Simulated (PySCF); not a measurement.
C5H7ClO2.
Cartesian coordinates in Å at the GFN2-xTB level; atoms count from 1:
```xyz
15
C5H7ClO2 angstrom
O     -2.096    1.107    1.294
C     -1.360    0.544    0.536
C     -1.347   -0.940    0.222
O     -0.377   -1.144   -0.781
C      0.526   -0.052   -0.798
C      1.773   -0.328    0.052
Cl     1.425   -0.265    1.803
C     -0.264    1.163   -0.310
H     -1.114   -1.506    1.134
H     -2.319   -1.274   -0.152
H      0.863    0.048   -1.836
H      2.542    0.417   -0.147
H      2.151   -1.327   -0.164
H      0.329    1.870    0.265
H     -0.735    1.694   -1.139
```

PySCF, density fitting, gas phase, GFN2-xTB geometry. The standard run uses grid level 2 after a coarse-grid start, the def2-universal JK fitting basis (with tight functions added where the orbital basis needs them), an energy threshold of 1e-9 Eh and DIIS. The changed runs have no coarse-grid stage.

Task: Standard PBE0/pcSseg-1: E = -804.781061 Eh, HOMO -7.359 eV, LUMO -0.785 eV, dipole 3.302 D, 14 cycles (coarse-grid cycles included). What changes at PBE0/pcSseg-1 with: start guess 1e, at most 60 cycles?

Result: E = -804.781061 Eh (0.000 mEh), HOMO -7.359 eV (0.000), LUMO -0.785 eV (0.000), dipole 3.302 D (0.000), 20 SCF cycles. The result matches the standard run within 0.02 mEh and 0.003 eV; such settings steer the iterations and don't enter the energy expression.

The cycles:
```
cycle   1  E = -610.5742804015  dE =  7.476e+01  |g| = 1.697e+01  |ddm| = 1.297e+02
cycle   2  E = -627.6851322192  dE = -1.711e+01  |g| = 2.763e+01  |ddm| = 1.281e+02
cycle   3  E = -745.0442777667  dE = -1.174e+02  |g| = 1.668e+01  |ddm| = 2.219e+01
cycle   4  E = -743.6606455685  dE =  1.384e+00  |g| = 1.228e+01  |ddm| = 1.555e+01
cycle   5  E = -751.0406750532  dE = -7.380e+00  |g| = 1.038e+01  |ddm| = 1.477e+01
cycle   6  E = -740.8199037066  dE =  1.022e+01  |g| = 1.201e+01  |ddm| = 2.572e+01
cycle   7  E = -800.0451453250  dE = -5.923e+01  |g| = 4.614e+00  |ddm| = 2.349e+01
cycle   8  E = -796.8660292379  dE =  3.179e+00  |g| = 4.100e+00  |ddm| = 1.014e+01
cycle   9  E = -803.8984116690  dE = -7.032e+00  |g| = 1.833e+00  |ddm| = 1.052e+01
cycle  10  E = -804.2121524195  dE = -3.137e-01  |g| = 1.647e+00  |ddm| = 4.020e+00
cycle  11  E = -804.7541704510  dE = -5.420e-01  |g| = 3.554e-01  |ddm| = 2.186e+00
cycle  12  E = -804.7723688557  dE = -1.820e-02  |g| = 2.052e-01  |ddm| = 4.252e-01
cycle  13  E = -804.7804255638  dE = -8.057e-03  |g| = 5.283e-02  |ddm| = 1.908e-01
cycle  14  E = -804.7809996818  dE = -5.741e-04  |g| = 1.622e-02  |ddm| = 5.468e-02
cycle  15  E = -804.7810472058  dE = -4.752e-05  |g| = 7.524e-03  |ddm| = 1.918e-02
cycle  16  E = -804.7810602307  dE = -1.302e-05  |g| = 1.141e-03  |ddm| = 7.430e-03
cycle  17  E = -804.7810604431  dE = -2.124e-07  |g| = 5.375e-04  |ddm| = 1.134e-03
cycle  18  E = -804.7810604983  dE = -5.527e-08  |g| = 1.376e-04  |ddm| = 5.369e-04
cycle  19  E = -804.7810605024  dE = -4.065e-09  |g| = 2.557e-05  |ddm| = 1.615e-04
cycle  20  E = -804.7810605025  dE = -1.455e-10  |g| = 1.084e-05  |ddm| = 3.485e-05
```
